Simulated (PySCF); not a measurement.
ZnCl, SMILES [Cl][Zn+], charge +1. Atoms are numbered in the order given.

```xyz
2

Zn     0.0000     0.0000    -0.7430
Cl     0.0000     0.0000     1.3112
```
Charge +1, spin multiplicity 1.

Coordinates come from a PBE0-D3(BJ)/def2-TZVP optimisation. The spin state was assumed, not searched.

These are TDA-LC-ωPBE/def2-TZVPD (PySCF 2.14.0) values and carry that method's errors.

Vertical excitations; the highest root listed may be one member of a degenerate set. The molecule is in vacuum. State labels are in the subgroup C2v.

Computed UV-visible absorptions:
| state | symmetry | energy (eV) | λ (nm) | f | main pairs |
|---|---|---|---|---|---|
| S1 | B1 | 3.34 | 371 | 0.007 | HOMO−1→LUMO (degenerate set) |
| S2 | B2 | 3.34 | 371 | 0.007 | HOMO→LUMO (degenerate set) |
| S3 | A1 | 5.70 | 218 | 0.167 | HOMO−2→LUMO 83 % |
| S4 | A2 | 7.56 | 164 | 0.000 | HOMO→LUMO+1 47 %, HOMO−1→LUMO+2 47 % |
| S5 | A1 | 7.60 | 163 | 0.000 | HOMO−1→LUMO+1, HOMO→LUMO+2 (degenerate set) |
| S6 | A2 | 7.60 | 163 | 0.000 | HOMO−1→LUMO+2, HOMO→LUMO+1 (degenerate set) |
| S7 | A1 | 8.70 | 143 | 0.202 | HOMO−3→LUMO 35 %, HOMO→LUMO+2 29 %, HOMO−1→LUMO+1 29 % |
| S8 | A2 | 8.96 | 138 | 0.000 | HOMO−5→LUMO (degenerate set) |
| S9 | A1 | 8.96 | 138 | 0.000 | HOMO−4→LUMO (degenerate set) |
| S10 | B1 | 9.05 | 137 | 0.003 | HOMO−7→LUMO 91 % |
| T1 | B1 | 2.92 | 424 | 0 | HOMO−1→LUMO (degenerate set) |
| T2 | B2 | 2.92 | 424 | 0 | HOMO→LUMO (degenerate set) |
| T3 | A1 | 4.03 | 308 | 0 | HOMO−2→LUMO 95 % |
| T4 | A1 | 7.13 | 174 | 0 | HOMO−1→LUMO+1 45 %, HOMO→LUMO+2 45 % |
Triplets are in the Tamm–Dancoff approximation.
